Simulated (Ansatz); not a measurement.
```yaml
crystal:
  periodic: [false, false, false]
  atoms:
    - {symbol: I, position_ang: [0.994403, 0.273549, -3.125484]}
    - {symbol: C, position_ang: [0.319236, 0.228505, -1.180156]}
    - {symbol: C, position_ang: [0.481369, -0.779650, -0.274999]}
    - {symbol: C, position_ang: [-0.114759, -0.470177, 0.972124]}
    - {symbol: C, position_ang: [-0.710544, 0.755656, 0.984228]}
    - {symbol: S, position_ang: [-0.551580, 1.543938, -0.521030]}
    - {symbol: H, position_ang: [1.004072, -1.700193, -0.494351]}
    - {symbol: H, position_ang: [-0.100211, -1.134440, 1.825958]}
    - {symbol: H, position_ang: [-1.233684, 1.236610, 1.796711]}
basis:
  gaussian: {orbitals: def2-TZVP, final_grid: {core_spheres: 5, valence_spheres: 4, degree: 11}}
magnetization: {spin_polarized: true, initial_magnetization: 0}
hamiltonian: {xc: {name: CCSD(T)}}
```

```sh
$ ansatz run in.yaml --threads 4 --pin off --events-out ev --progress --plain --max-ram 10444MiB
```

Shortened log:

```
Error: YAML parse error: error: line 16 column 19: hamiltonian.xc: no functional is named "CCSD(T)"; the names, which are not case-sensitive, are SVWN5, SPW92, PBE, PBE0, PBEsol, revPBE, revPBE0, RPBE, rPW86-PBE, HSE06, wPBEh, LC-wPBE, HISS, HF, BLYP, B3LYP, B3LYP5, BHLYP, CAM-B3LYP, r2SCAN, r2SCANh, r2SCAN0, r2SCAN50, m-r2SCAN, B97, wB97, wB97X, wB97X-V, B97M-V, wB97M-V, B2PLYP, B2GP-PLYP, PBE0-DH, PBE-QIDH
14 |   gaussian: {orbitals: def2-TZVP, final_grid: {core_spheres: 5, valence_spheres: 4,…
15 | magnetization: {spin_polarized: true, initial_magnetization: 0}
16 | hamiltonian: {xc: {name: CCSD(T)}}
```

Question: Something in this input is off. What?

Answer: The method's name isn't one that the program takes here. The input was rejected before any iteration.

HSE06 is defined as in plane-wave codes.
